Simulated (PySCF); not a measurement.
Computed shifts of a molecule C2H5FO2Si, HF/pcSseg-1 run with PySCF, GIAO, gas phase, atoms alike by connectivity averaged where their shifts nearly agree, in ppm (number of nuclei): ²⁹Si: -27.8 (1). ¹⁹F: -149.7 (1). ¹³C: 185.3 (1), 24.8 (1). ¹H: 4.94 (2), 2.54 (3). References: ²⁹Si against TMS (σ = 393.8 ppm); ¹⁹F against CFCl3 (σ = 238.5 ppm); ¹⁷O against H2O (σ = 333.0 ppm); ¹³C against TMS (σ = 192.6 ppm); ¹H against TMS (σ = 31.99 ppm), references at their B3LYP-D3(BJ)/def2-TZVP geometries, non-relativistic. The structure is a stationary point at B3LYP-D3(BJ)/def2-SVP. One conformer was computed; it need not be the lowest.

**Question.** Which structure fits?
A) CC(=O)O[SiH2]F
B) CC(=O)[Si@H](O)F
C) C=CO[Si@H](O)F
D) C[Si@H](F)C(=O)O

**Answer.** A, CC(=O)O[SiH2]F
